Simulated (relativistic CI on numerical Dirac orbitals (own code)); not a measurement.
Method of calculation: Dirac-Coulomb-Breit CI, KLI orbitals optimised for each configuration, a model potential for QED, valence Slater integrals scaled by 0.85, P86 correlation energy added to each configuration (own radial code, finite nucleus).

Configurations in the expansion (outside the closed core 1s2): 2s, 2p, 3s, 3p, 3d, 4s, 4p, 4f, 4d, 5s, 5p, 5g, 5f, 5d, 6s, 6p, 6d. Levels of other configurations are missing.

For a near-neutral ion this model can misplace configurations by up to about 10,000 cm⁻¹ (more where the count of f electrons changes) and terms by 10 to 25 % of their spread. Rates follow the energies as ν³ (E1, M1) or ν⁵ (E2), so they and the lifetimes can be off by large factors. The fine structure of a lone outer electron comes out too small, for d and f at times inverted, and misplaced configurations move strength between like terms. 24 of the 24 excited levels that our extract of the measured tables holds in this range could be paired (the sources list more); they are missed by 735 cm⁻¹ on average and 2358 at most, and levels without a partner can miss by more.

Outline of the computed level scheme of C IV. Lowest level of each configuration: 2s 2S_1/2 at 0.0000 eV; 2p 2P°_1/2 at 8.2108 eV; 3s 2S_1/2 at 37.5577 eV; 3p 2P°_1/2 at 39.7070 eV; 3d 2D_3/2 at 40.0917 eV; 4s 2S_1/2 at 49.7708 eV; 4p 2P°_1/2 at 50.6430 eV; 4d 2D_3/2 at 50.8372 eV; 4f 2F°_5/2 at 51.1798 eV.

Some strong electric-dipole decays among the lowest 15 levels: 3d 2D_5/2 → 2p 2P°_3/2 (1.7e+10 s⁻¹); 3d 2D_3/2 → 2p 2P°_1/2 (1.4e+10 s⁻¹); 4d 2D_5/2 → 2p 2P°_3/2 (5.9e+09 s⁻¹); 4d 2D_3/2 → 2p 2P°_1/2 (4.9e+09 s⁻¹); 3p 2P°_1/2 → 2s 2S_1/2 (4.4e+09 s⁻¹); 3p 2P°_3/2 → 2s 2S_1/2 (4.4e+09 s⁻¹); 4f 2F°_7/2 → 3d 2D_5/2 (4.1e+09 s⁻¹); 4f 2F°_5/2 → 3d 2D_3/2 (3.8e+09 s⁻¹).

Rates of lines that live on the mixing of spin multiplicities can be off by large factors.
